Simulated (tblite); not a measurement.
Compound: 1-methylallyl acetate, C6H10O2.
SMILES with atom numbers: `[CH2:1]=[CH:2][C@@H:3]([CH3:4])[O:5][C:6]([CH3:7])=[O:8]` (hydrogens: H9, H10 on C1; H11 on C2; H12 on C3; H13, H14, H15 on C4; H16, H17, H18 on C7)

Computed with GFN2-xTB (tblite), gas phase: Langevin dynamics at 200 K from the optimised GFN2-xTB geometry, time step 0.5 fs, friction 0.01 fs⁻¹, 2000 steps. The instantaneous temperature is 2·E(kin)/(3Nk) with all 3N coordinates.

```json
{"t (fs)": "0", "T (K)": "170", "E(pot) above start (eV)": "0.000", "C1=C2 (Å)": "1.319", "C2–C3 (Å)": "1.499", "C3–C4 (Å)": "1.529", "C3–O5 (Å)": "1.439", "O5–C6 (Å)": "1.334", "C1–H9 (Å)": "1.077", "C1–C2–C3–C4 (°)": "112"}
{"t (fs)": "25", "T (K)": "94", "E(pot) above start (eV)": "0.264", "C1=C2 (Å)": "1.326", "C2–C3 (Å)": "1.508", "C3–C4 (Å)": "1.529", "C3–O5 (Å)": "1.425", "O5–C6 (Å)": "1.359", "C1–H9 (Å)": "1.088", "C1–C2–C3–C4 (°)": "112"}
{"t (fs)": "50", "T (K)": "156", "E(pot) above start (eV)": "0.202", "C1=C2 (Å)": "1.305", "C2–C3 (Å)": "1.509", "C3–C4 (Å)": "1.539", "C3–O5 (Å)": "1.430", "O5–C6 (Å)": "1.326", "C1–H9 (Å)": "1.063", "C1–C2–C3–C4 (°)": "106"}
{"t (fs)": "75", "T (K)": "114", "E(pot) above start (eV)": "0.275", "C1=C2 (Å)": "1.326", "C2–C3 (Å)": "1.516", "C3–C4 (Å)": "1.545", "C3–O5 (Å)": "1.466", "O5–C6 (Å)": "1.316", "C1–H9 (Å)": "1.059", "C1–C2–C3–C4 (°)": "102"}
{"t (fs)": "100", "T (K)": "157", "E(pot) above start (eV)": "0.242", "C1=C2 (Å)": "1.332", "C2–C3 (Å)": "1.488", "C3–C4 (Å)": "1.531", "C3–O5 (Å)": "1.439", "O5–C6 (Å)": "1.321", "C1–H9 (Å)": "1.112", "C1–C2–C3–C4 (°)": "100"}
{"t (fs)": "125", "T (K)": "166", "E(pot) above start (eV)": "0.248", "C1=C2 (Å)": "1.319", "C2–C3 (Å)": "1.489", "C3–C4 (Å)": "1.518", "C3–O5 (Å)": "1.491", "O5–C6 (Å)": "1.325", "C1–H9 (Å)": "1.073", "C1–C2–C3–C4 (°)": "108"}
{"t (fs)": "150", "T (K)": "143", "E(pot) above start (eV)": "0.313", "C1=C2 (Å)": "1.313", "C2–C3 (Å)": "1.461", "C3–C4 (Å)": "1.571", "C3–O5 (Å)": "1.458", "O5–C6 (Å)": "1.330", "C1–H9 (Å)": "1.068", "C1–C2–C3–C4 (°)": "105"}
{"t (fs)": "175", "T (K)": "158", "E(pot) above start (eV)": "0.218", "C1=C2 (Å)": "1.327", "C2–C3 (Å)": "1.470", "C3–C4 (Å)": "1.548", "C3–O5 (Å)": "1.441", "O5–C6 (Å)": "1.349", "C1–H9 (Å)": "1.082", "C1–C2–C3–C4 (°)": "107"}
{"t (fs)": "200", "T (K)": "196", "E(pot) above start (eV)": "0.299", "C1=C2 (Å)": "1.323", "C2–C3 (Å)": "1.497", "C3–C4 (Å)": "1.515", "C3–O5 (Å)": "1.406", "O5–C6 (Å)": "1.378", "C1–H9 (Å)": "1.081", "C1–C2–C3–C4 (°)": "97"}
{"t (fs)": "225", "T (K)": "192", "E(pot) above start (eV)": "0.436", "C1=C2 (Å)": "1.308", "C2–C3 (Å)": "1.548", "C3–C4 (Å)": "1.482", "C3–O5 (Å)": "1.394", "O5–C6 (Å)": "1.354", "C1–H9 (Å)": "1.082", "C1–C2–C3–C4 (°)": "95"}
{"t (fs)": "250", "T (K)": "269", "E(pot) above start (eV)": "0.341", "C1=C2 (Å)": "1.313", "C2–C3 (Å)": "1.509", "C3–C4 (Å)": "1.516", "C3–O5 (Å)": "1.457", "O5–C6 (Å)": "1.319", "C1–H9 (Å)": "1.060", "C1–C2–C3–C4 (°)": "94"}
{"t (fs)": "275", "T (K)": "207", "E(pot) above start (eV)": "0.465", "C1=C2 (Å)": "1.339", "C2–C3 (Å)": "1.497", "C3–C4 (Å)": "1.589", "C3–O5 (Å)": "1.521", "O5–C6 (Å)": "1.334", "C1–H9 (Å)": "1.096", "C1–C2–C3–C4 (°)": "99"}
{"t (fs)": "300", "T (K)": "198", "E(pot) above start (eV)": "0.506", "C1=C2 (Å)": "1.320", "C2–C3 (Å)": "1.518", "C3–C4 (Å)": "1.571", "C3–O5 (Å)": "1.368", "O5–C6 (Å)": "1.309", "C1–H9 (Å)": "1.063", "C1–C2–C3–C4 (°)": "102"}
{"t (fs)": "325", "T (K)": "282", "E(pot) above start (eV)": "0.336", "C1=C2 (Å)": "1.307", "C2–C3 (Å)": "1.518", "C3–C4 (Å)": "1.511", "C3–O5 (Å)": "1.476", "O5–C6 (Å)": "1.309", "C1–H9 (Å)": "1.055", "C1–C2–C3–C4 (°)": "105"}
{"t (fs)": "350", "T (K)": "191", "E(pot) above start (eV)": "0.518", "C1=C2 (Å)": "1.350", "C2–C3 (Å)": "1.493", "C3–C4 (Å)": "1.512", "C3–O5 (Å)": "1.513", "O5–C6 (Å)": "1.331", "C1–H9 (Å)": "1.114", "C1–C2–C3–C4 (°)": "99"}
{"t (fs)": "375", "T (K)": "234", "E(pot) above start (eV)": "0.482", "C1=C2 (Å)": "1.321", "C2–C3 (Å)": "1.521", "C3–C4 (Å)": "1.508", "C3–O5 (Å)": "1.421", "O5–C6 (Å)": "1.318", "C1–H9 (Å)": "1.054", "C1–C2–C3–C4 (°)": "116"}
{"t (fs)": "400", "T (K)": "216", "E(pot) above start (eV)": "0.491", "C1=C2 (Å)": "1.309", "C2–C3 (Å)": "1.529", "C3–C4 (Å)": "1.563", "C3–O5 (Å)": "1.391", "O5–C6 (Å)": "1.378", "C1–H9 (Å)": "1.079", "C1–C2–C3–C4 (°)": "122"}
{"t (fs)": "425", "T (K)": "159", "E(pot) above start (eV)": "0.479", "C1=C2 (Å)": "1.312", "C2–C3 (Å)": "1.493", "C3–C4 (Å)": "1.567", "C3–O5 (Å)": "1.446", "O5–C6 (Å)": "1.403", "C1–H9 (Å)": "1.101", "C1–C2–C3–C4 (°)": "131"}
{"t (fs)": "450", "T (K)": "192", "E(pot) above start (eV)": "0.327", "C1=C2 (Å)": "1.326", "C2–C3 (Å)": "1.485", "C3–C4 (Å)": "1.560", "C3–O5 (Å)": "1.416", "O5–C6 (Å)": "1.312", "C1–H9 (Å)": "1.086", "C1–C2–C3–C4 (°)": "134"}
{"t (fs)": "475", "T (K)": "175", "E(pot) above start (eV)": "0.380", "C1=C2 (Å)": "1.331", "C2–C3 (Å)": "1.467", "C3–C4 (Å)": "1.506", "C3–O5 (Å)": "1.474", "O5–C6 (Å)": "1.299", "C1–H9 (Å)": "1.040", "C1–C2–C3–C4 (°)": "132"}
{"t (fs)": "500", "T (K)": "157", "E(pot) above start (eV)": "0.310", "C1=C2 (Å)": "1.311", "C2–C3 (Å)": "1.514", "C3–C4 (Å)": "1.534", "C3–O5 (Å)": "1.462", "O5–C6 (Å)": "1.319", "C1–H9 (Å)": "1.099", "C1–C2–C3–C4 (°)": "130"}
{"t (fs)": "525", "T (K)": "143", "E(pot) above start (eV)": "0.411", "C1=C2 (Å)": "1.314", "C2–C3 (Å)": "1.536", "C3–C4 (Å)": "1.555", "C3–O5 (Å)": "1.435", "O5–C6 (Å)": "1.328", "C1–H9 (Å)": "1.095", "C1–C2–C3–C4 (°)": "128"}
{"t (fs)": "550", "T (K)": "154", "E(pot) above start (eV)": "0.273", "C1=C2 (Å)": "1.330", "C2–C3 (Å)": "1.502", "C3–C4 (Å)": "1.511", "C3–O5 (Å)": "1.432", "O5–C6 (Å)": "1.318", "C1–H9 (Å)": "1.061", "C1–C2–C3–C4 (°)": "119"}
{"t (fs)": "575", "T (K)": "172", "E(pot) above start (eV)": "0.304", "C1=C2 (Å)": "1.329", "C2–C3 (Å)": "1.512", "C3–C4 (Å)": "1.519", "C3–O5 (Å)": "1.472", "O5–C6 (Å)": "1.336", "C1–H9 (Å)": "1.082", "C1–C2–C3–C4 (°)": "116"}
{"t (fs)": "600", "T (K)": "257", "E(pot) above start (eV)": "0.265", "C1=C2 (Å)": "1.299", "C2–C3 (Å)": "1.522", "C3–C4 (Å)": "1.537", "C3–O5 (Å)": "1.443", "O5–C6 (Å)": "1.367", "C1–H9 (Å)": "1.078", "C1–C2–C3–C4 (°)": "113"}
{"t (fs)": "625", "T (K)": "223", "E(pot) above start (eV)": "0.416", "C1=C2 (Å)": "1.296", "C2–C3 (Å)": "1.478", "C3–C4 (Å)": "1.550", "C3–O5 (Å)": "1.388", "O5–C6 (Å)": "1.347", "C1–H9 (Å)": "1.083", "C1–C2–C3–C4 (°)": "113"}
{"t (fs)": "650", "T (K)": "223", "E(pot) above start (eV)": "0.465", "C1=C2 (Å)": "1.331", "C2–C3 (Å)": "1.479", "C3–C4 (Å)": "1.563", "C3–O5 (Å)": "1.478", "O5–C6 (Å)": "1.372", "C1–H9 (Å)": "1.108", "C1–C2–C3–C4 (°)": "117"}
{"t (fs)": "675", "T (K)": "187", "E(pot) above start (eV)": "0.322", "C1=C2 (Å)": "1.319", "C2–C3 (Å)": "1.497", "C3–C4 (Å)": "1.517", "C3–O5 (Å)": "1.458", "O5–C6 (Å)": "1.345", "C1–H9 (Å)": "1.064", "C1–C2–C3–C4 (°)": "129"}
{"t (fs)": "700", "T (K)": "169", "E(pot) above start (eV)": "0.436", "C1=C2 (Å)": "1.294", "C2–C3 (Å)": "1.522", "C3–C4 (Å)": "1.496", "C3–O5 (Å)": "1.451", "O5–C6 (Å)": "1.317", "C1–H9 (Å)": "1.068", "C1–C2–C3–C4 (°)": "129"}
{"t (fs)": "725", "T (K)": "183", "E(pot) above start (eV)": "0.408", "C1=C2 (Å)": "1.334", "C2–C3 (Å)": "1.518", "C3–C4 (Å)": "1.542", "C3–O5 (Å)": "1.493", "O5–C6 (Å)": "1.325", "C1–H9 (Å)": "1.080", "C1–C2–C3–C4 (°)": "124"}
{"t (fs)": "750", "T (K)": "139", "E(pot) above start (eV)": "0.409", "C1=C2 (Å)": "1.321", "C2–C3 (Å)": "1.530", "C3–C4 (Å)": "1.523", "C3–O5 (Å)": "1.444", "O5–C6 (Å)": "1.314", "C1–H9 (Å)": "1.078", "C1–C2–C3–C4 (°)": "127"}
{"t (fs)": "775", "T (K)": "173", "E(pot) above start (eV)": "0.371", "C1=C2 (Å)": "1.314", "C2–C3 (Å)": "1.521", "C3–C4 (Å)": "1.544", "C3–O5 (Å)": "1.417", "O5–C6 (Å)": "1.327", "C1–H9 (Å)": "1.099", "C1–C2–C3–C4 (°)": "124"}
{"t (fs)": "800", "T (K)": "160", "E(pot) above start (eV)": "0.323", "C1=C2 (Å)": "1.338", "C2–C3 (Å)": "1.471", "C3–C4 (Å)": "1.556", "C3–O5 (Å)": "1.470", "O5–C6 (Å)": "1.332", "C1–H9 (Å)": "1.070", "C1–C2–C3–C4 (°)": "128"}
{"t (fs)": "825", "T (K)": "182", "E(pot) above start (eV)": "0.293", "C1=C2 (Å)": "1.317", "C2–C3 (Å)": "1.484", "C3–C4 (Å)": "1.532", "C3–O5 (Å)": "1.451", "O5–C6 (Å)": "1.319", "C1–H9 (Å)": "1.062", "C1–C2–C3–C4 (°)": "123"}
{"t (fs)": "850", "T (K)": "244", "E(pot) above start (eV)": "0.340", "C1=C2 (Å)": "1.305", "C2–C3 (Å)": "1.483", "C3–C4 (Å)": "1.512", "C3–O5 (Å)": "1.466", "O5–C6 (Å)": "1.348", "C1–H9 (Å)": "1.085", "C1–C2–C3–C4 (°)": "109"}
{"t (fs)": "875", "T (K)": "190", "E(pot) above start (eV)": "0.563", "C1=C2 (Å)": "1.331", "C2–C3 (Å)": "1.476", "C3–C4 (Å)": "1.524", "C3–O5 (Å)": "1.454", "O5–C6 (Å)": "1.366", "C1–H9 (Å)": "1.086", "C1–C2–C3–C4 (°)": "106"}
{"t (fs)": "900", "T (K)": "188", "E(pot) above start (eV)": "0.607", "C1=C2 (Å)": "1.335", "C2–C3 (Å)": "1.508", "C3–C4 (Å)": "1.560", "C3–O5 (Å)": "1.438", "O5–C6 (Å)": "1.373", "C1–H9 (Å)": "1.070", "C1–C2–C3–C4 (°)": "104"}
{"t (fs)": "925", "T (K)": "215", "E(pot) above start (eV)": "0.477", "C1=C2 (Å)": "1.315", "C2–C3 (Å)": "1.493", "C3–C4 (Å)": "1.551", "C3–O5 (Å)": "1.450", "O5–C6 (Å)": "1.362", "C1–H9 (Å)": "1.065", "C1–C2–C3–C4 (°)": "109"}
{"t (fs)": "950", "T (K)": "157", "E(pot) above start (eV)": "0.532", "C1=C2 (Å)": "1.323", "C2–C3 (Å)": "1.534", "C3–C4 (Å)": "1.520", "C3–O5 (Å)": "1.422", "O5–C6 (Å)": "1.326", "C1–H9 (Å)": "1.077", "C1–C2–C3–C4 (°)": "98"}
{"t (fs)": "975", "T (K)": "216", "E(pot) above start (eV)": "0.438", "C1=C2 (Å)": "1.320", "C2–C3 (Å)": "1.524", "C3–C4 (Å)": "1.526", "C3–O5 (Å)": "1.410", "O5–C6 (Å)": "1.342", "C1–H9 (Å)": "1.105", "C1–C2–C3–C4 (°)": "106"}
{"t (fs)": "1000", "T (K)": "240", "E(pot) above start (eV)": "0.382", "C1=C2 (Å)": "1.322", "C2–C3 (Å)": "1.496", "C3–C4 (Å)": "1.541", "C3–O5 (Å)": "1.396", "O5–C6 (Å)": "1.320", "C1–H9 (Å)": "1.077", "C1–C2–C3–C4 (°)": "100"}
```

**Question.** From 500 fs on, how do temperature and potential energy compare with equipartition?

**Answer.** The mean temperature of these 21 frames is 189 K against the target 200 K, and the mean potential energy 0.40 eV against 48 × kT/2 = 0.41 eV for 48 classical harmonic modes. For 18 atoms in a canonical ensemble the temperature itself scatters by T·√(2/(3N)) = 38 K; here its standard deviation is 34 K. The whole run lasts only 10 friction times of 100 fs, so these averages carry a wide statistical error.

**Question.** What are the kinetic and total energies of the listed frame with the highest potential energy?

**Answer.** The one at 900 fs, 0.607 eV above the start. Its kinetic energy is 3NkT/2 = 0.437 eV at 188 K, so the sum is 1.04 eV; over the listed frames the sum runs from 0.39 to 1.04 eV, since the thermostat adds and removes energy.

**Question.** How much do the listed bonds fluctuate from 500 fs on?

**Answer.** 
```tsv
bond	at the start (Å)	mean (Å)	standard deviation (Å)
C1=C2	1.319	1.319	0.013
C2–C3	1.499	1.505	0.020
C3–C4	1.529	1.534	0.018
C3–O5	1.439	1.444	0.026
O5–C6	1.334	1.338	0.019
C1–H9	1.077	1.081	0.014
```

The motion is classical and holds no zero-point motion.

What follows is the cost of the whole dynamics run. On one thread, Intel Xeon at 2.50 GHz (x86_64), on a shared host, this took 39 s wall and 0.18 GiB of memory at its peak.
